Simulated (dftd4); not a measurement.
norbornene (C₇H₁₀), singlet, geometry from GFN2-xTB; D4 for hf run with dftd4.

dftd4 was given this input:
```
$ dftd4 mol.xyz --func hf --charge 0 --json dftd4.json --noedisp

# file mol.xyz
17

C      1.32272087     0.39661170    -0.60874745
C      0.65583113     1.35910106     0.01395122
C     -0.43951356     0.70426990     0.81546597
C     -1.46376090     0.19257323    -0.22539064
C     -0.68939898    -0.92502547    -0.94843992
C      0.68183838    -0.91412254    -0.23158024
C      0.24857962    -0.60772382     1.20556367
H      2.12640607     0.49233259    -1.31606908
H      0.78895133     2.42261564    -0.06724000
H     -0.87275457     1.30119303     1.61455339
H     -1.77485822     0.98803604    -0.90137047
H     -2.34972375    -0.19703434     0.27552267
H     -0.58178691    -0.73386547    -2.01538361
H     -1.17515213    -1.89223615    -0.82121665
H      1.28069447    -1.80677471    -0.39619861
H      1.09152160    -0.45950682     1.87923150
H     -0.43107726    -1.34886421     1.62323525
```

What the program printed (banner, timings and long lists left out):

```
                    ____  _____ _____     ____  _  _
      -------------|  _ \|  ___|_   _|---|  _ \| || |------------
     |             | | | | |_    | | ___ | | | | || |_           |
     |             | |_| |  _|   | ||___|| |_| |__   _|          |
     |             |____/|_|     |_|     |____/   |_|            |
     |             ===================================           |
     |            E. Caldeweyher, S. Ehlert & S. Grimme          |
     |          Mulliken Center for Theoretical Chemistry        |
     |                    University of Bonn                     |
      -----------------------------------------------------------

Rational (Becke-Johnson) damping: hf-D4-ATM
---------------------
  s6         1.0000
  s8         1.6168
  s9         1.0000
  a1         0.4496
  a2         3.3574
 alp        16.0000
--------------------

Dispersion energy:      -6.2980352187841E-02 Eh

[Info] JSON dump of results written to 'dftd4.json'
```
